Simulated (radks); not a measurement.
Spherical quantum dot in the effective-mass picture: electrons in a well V = -V0 / (1 + exp((r - R)/a)) with V0 = 6.64, R = 6.23, a = 0.33, with a point charge +1 (a donor) at the centre, all in effective atomic units (hartree* = m*/eps^2 hartree, bohr* = eps/m* bohr), one dielectric constant everywhere. Calculated with a radial shooting solver with Libxc functionals: non-relativistic Kohn-Sham, LDA (Slater exchange, Perdew-Wang correlation), spin-polarised, spherical densities. Levels are named by radial order and angular momentum (1s, 1p, 1d, 2s, ...), and open shells are averaged over m.

N = 28, configuration 1s2 1p6 1d10 2s(up 1, down 0) 1f(up 7, down 2). This is the lowest configuration that the search found. Occupied and some empty levels:

level,occupation,eigenvalue (hartree*),<r> (bohr*)
1s up,1,-1.1089,4.249
1s down,1,-1.0761,4.325
1p up,3,-1.0433,4.492
1p down,3,-1.0134,4.490
1d up,5,-0.93469,4.601
1d down,5,-0.90469,4.599
2s up,1,-0.81926,1.857
1f up,7,-0.78317,4.698
1f down,2,-0.75293,4.697
2s down,0,-0.69399,2.070
1g up,0,-0.59200,4.786
1g down,0,-0.56160,4.787
2p up,0,-0.38818,3.158
2p down,0,-0.34953,3.240
2d up,0,-0.11552,3.641
2d down,0,-0.089116,3.664

Energy (hartree*): total -102.778, kinetic 11.797, external -186.29, Hartree 79.921, exchange-correlation -8.2012.

Electron density:

r (bohr*),n(r) (e/bohr*^3)
0.414,0.1347
0.875,0.05439
1.34,0.02333
1.80,0.01184
2.26,0.009229
2.72,0.01212
3.18,0.02006
3.64,0.03274
4.10,0.04693
4.56,0.05404
5.03,0.04438
5.49,0.02192
5.95,0.005341
6.41,0.0006062
6.87,0.00004170
7.33,2.424e-06
7.79,1.412e-07
8.25,8.620e-09
